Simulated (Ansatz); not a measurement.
Relaxation of C2H5NaSi (9 atoms, charge 0, multiplicity 1), to a largest force component of 0.015 eV/Å in at most 40 steps.

The calculation used RKS r2SCAN-D4/STO-3G (Ansatz 0.2.0).

```xyz
9
Properties=species:S:1:pos:R:3
Na -1.991 2.811 1.053
C -0.757 1.291 -0.106
C -0.263 0.212 0.503
Si -0.475 -0.235 2.323
H -0.494 1.329 -1.171
H 0.329 -0.505 -0.070
H -1.142 -1.539 2.467
H 0.831 -0.335 2.994
H -1.278 0.779 3.012
```

Task: Where does it end, and by what steps?

Result: The forces met the threshold. Limits of this set-up: minimal basis. After 10 steps the energy has fallen by 0.327 eV; Na1 moved furthest, 0.47 Å. Joined: Na1–Si4, Na1–H9.

| step | energy less start (eV) | largest force component (eV/Å) | accepted |
| --- | --- | --- | --- |
| 0 | 0.0000 | 2.241 | yes |
| 1 | -0.1957 | 0.961 | yes |
| 2 | -0.2808 | 0.224 | yes |
| 3 | -0.3015 | 0.257 | yes |
| 4 | -0.3001 | 0.516 | no |
| 5 | -0.3186 | 0.117 | yes |
| 6 | -0.3224 | 0.110 | yes |
| 7 | -0.3241 | 0.101 | yes |
| 8 | -0.3260 | 0.107 | yes |
| 9 | -0.3266 | 0.019 | yes |
| 10 | -0.3266 | 0.012 | yes |

```xyz
9
Properties=species:S:1:pos:R:3
Na -1.847 2.455 1.317
C -0.772 1.308 -0.084
C -0.227 0.186 0.436
Si -0.473 -0.201 2.235
H -0.539 1.399 -1.175
H 0.374 -0.553 -0.124
H -1.201 -1.420 2.538
H 0.727 -0.246 3.053
H -1.283 0.880 2.808
```

The run took 56 s on 1 thread of Arm Neoverse N1, on a shared host, peak memory 0.14 GiB.
